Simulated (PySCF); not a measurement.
## Nuclear quadrupole coupling in `CO/C=P/C1CC1`

Compound: C₅H₉OP.
Z-matrix (Å and degrees, PBE0-D3(BJ)/def2-SVP geometry), rows numbered from 1:
```
C 
O   1  1.4052
C   2  1.3324  1  117.06
P   3  1.6962  2  126.36  1    -0.03
C   4  1.8437  3  101.24  2  -179.96
C   5  1.5060  4  125.05  3    38.06
C   6  1.4944  5   60.24  4  -113.86
H   1  1.0967  2  107.18  3  -179.89
H   1  1.1049  2  110.68  3   -59.80
H   1  1.1050  2  110.67  3    60.04
H   3  1.0980  2  109.70  1   179.99
H   5  1.0954  4  109.17  3  -179.40
H   6  1.0945  5  117.29  7   108.91
H   6  1.0939  5  118.05  7  -108.56
H   7  1.0945  5  117.48  6  -108.94
H   7  1.0939  5  117.91  6   108.56
```

Field gradients from the PBE0/pcSseg-1 density (PySCF, non-relativistic), principal values in atomic units, ordered |Vxx| ≤ |Vyy| ≤ |Vzz|:

```json
{"atom": "O2", "Vxx": "-0.4512", "Vyy": "-1.3156", "Vzz": "1.7667"}
```

Q: Find the asymmetry η = (Vxx − Vyy)/Vzz and the couplings χ = eQV/h (234.96 MHz × Q in barn × V in au), with Q(17O) = −0.0256 b.

A: 
| atom | environment | nucleus | η | χzz (MHz) | χxx (MHz) | χyy (MHz) |
| --- | --- | --- | --- | --- | --- | --- |
| O2 | ether oxygen | 17O | 0.49 | -10.63 | 2.71 | 7.91 |

The tensor is traceless: Vxx + Vyy + Vzz = 0.

Q: What is Vzz at O2 in SI units (1 au = 9.71736 × 10²¹ V/m²)?

A: 1.7667 au = 17.168 × 10²¹ V/m².

Q: And the gradient at the other heavy atoms, for which no coupling is worked out here?

A: 
```tsv
atom	environment	Vzz (au)	η
C1	methoxy carbon	0.435	0.03
C3	carbon bonded to O, P and H	-0.356	0.25
P4	phosphorus bonded to 2 C	-0.961	0.44
C5	sp3 carbon bound to phosphorus	0.199	0.52
C6	three-membered-ring carbon	0.181	0.09
C7	three-membered-ring carbon	0.181	0.10
```

Were the hydrogens deuterons (Q(2H) = 0.00286 b), χzz would run from 183 kHz (H10 and H9) to 205 kHz (H14 and H16).

One conformer (not necessarily the lowest) at the PBE0-D3(BJ)/def2-SVP geometry, without solvent, vibrations or thermal averaging. The basis is small and wasn't made for field gradients, so the couplings can be 20 % off.
